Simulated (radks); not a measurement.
Spherical quantum dot in the effective-mass picture: electrons in a parabolic well V = omega^2 r^2 / 2 with omega = 0.771, with a point charge +1 (a donor) at the centre, all in effective atomic units (hartree* = m*/eps^2 hartree, bohr* = eps/m* bohr), one dielectric constant everywhere. Method: non-relativistic Kohn-Sham, LDA (Slater exchange, Perdew-Wang correlation), spin-polarised, spherical densities; computed with a radial shooting solver with Libxc functionals. Levels are named by radial order and angular momentum (1s, 1p, 1d, 2s, ...), and open shells are averaged over m. At N = 29 the configuration is 1s2 1p6 1d10 2s2 1f(up 7, down 2). Does electron 30 go into 2p up or 2p down or 1f down?

Answer. Into 1f down. The total energies of the other choices lie higher by 0.0422 hartree* (2p up), 0.0666 hartree* (2p down).
